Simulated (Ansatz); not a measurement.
System: CH6FSi2, net charge 0, doublet state. It need not be the lowest isomer of its formula. SMILES: [SiH3]C[SiH]F
Structure (B3LYP-D3(BJ)/def2-TZVP (Ansatz, a program for electronic structure) minimum search):
```xyz
10

F      1.5812    -0.8740    -0.8581
Si     1.2706     0.5313    -0.1240
C     -0.2528     0.3106     0.9395
Si    -1.8380    -0.1600     0.0407
H      2.4777     0.8551     0.6912
H     -0.4187     1.2510     1.4752
H     -0.0264    -0.4540     1.6922
H     -1.6748    -1.4616    -0.6439
H     -2.9599    -0.2625     1.0041
H     -2.1686     0.8757    -0.9663
```
Charge 0, spin multiplicity 2.

Quantity: atomisation energy (electronic, to ground-state atoms); the coupled-cluster value holds the core correlation from cc-pwCVTZ, in kcal/mol. Correlated levels leave the core frozen unless marked. Open shells are spin-unrestricted. No spin-orbit coupling. No relativistic terms. CBS marks a two-point X^-3 extrapolation of the correlation energy; Hartree-Fock from the larger set.

Level to compare with: CCSD(T)/CBS(aug-cc-pV(T+d)Z,aug-cc-pV(Q+d)Z) plus the core term (Ansatz), 802.3 kcal/mol. It is a level with limits of its own, and the differences hold the functionals' basis error too.

**Question.** Rank these functionals by how close they come to CCSD(T)/CBS(aug-cc-pV(T+d)Z,aug-cc-pV(Q+d)Z), closest first: BLYP/def2-TZVPD (Ansatz); HSE06/def2-TZVPD (Ansatz); SVWN5/def2-TZVPD (Ansatz).

**Answer.** HSE06/def2-TZVPD (screened hybrid, 789.6 kcal/mol, difference -12.7), BLYP/def2-TZVPD (GGA, 780.8 kcal/mol, difference -21.5), SVWN5/def2-TZVPD (LDA, 891.9 kcal/mol, difference 89.6)
